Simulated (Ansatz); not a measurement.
Reaction (substitution at a C–O bond): `N=COCN` + H₂Se → `NC[SeH]` + `N=CO`

Isolated molecules relaxed with PBE0-D4/def2-TZVP in Ansatz; ΔE leaves out vibrations. CCSD(T)/CBS adds triple-zeta CCSD(T) − MP2 to the extrapolated MP2 energy (def2 sets, frozen cores). This one scheme is used for every species. Functionals use def2-TZVPP. B3LYP here is the variant with VWN-RPA as its local correlation; programs differ in this. For Se outer-core shells are correlated without core-valence functions, which leaves a few kJ/mol of doubt a bond. Scalar relativity is left out up to krypton. Each species was taken in one conformer, which may not be the lowest.

| level | ΔE (kcal/mol) |
| --- | --- |
| PBE-D4 | -7.1 |
| r2SCAN-D4 | -6.2 |
| B3LYP-D4 | -6.4 |
| ωB97M-V | -6.5 |
| HF/def2-TZVPP | -5.6 |
| SCS-MP2/def2-TZVPP | -7.9 |
| CCSD(T)/def2-TZVPP | -7.0 |
| SCS-MP2/def2-QZVPP | -8.3 |

(1) What does CCSD(T)/CBS give? (Estimate.)

Largest T1 diagnostic among the species: 0.014.

## Answers

(1) The calculation gave: -7.6 kcal/mol. The listed levels differ from it by 0.5, 1.4, 1.2, 1.1, 2.0, -0.3, 0.6, -0.7 kcal/mol.

In def2-TZVPP, CCSD(T) changes the Hartree–Fock value by −1.5 kcal/mol (the triples alone add +0.0 kcal/mol) and MP2 by −2.9 kcal/mol.
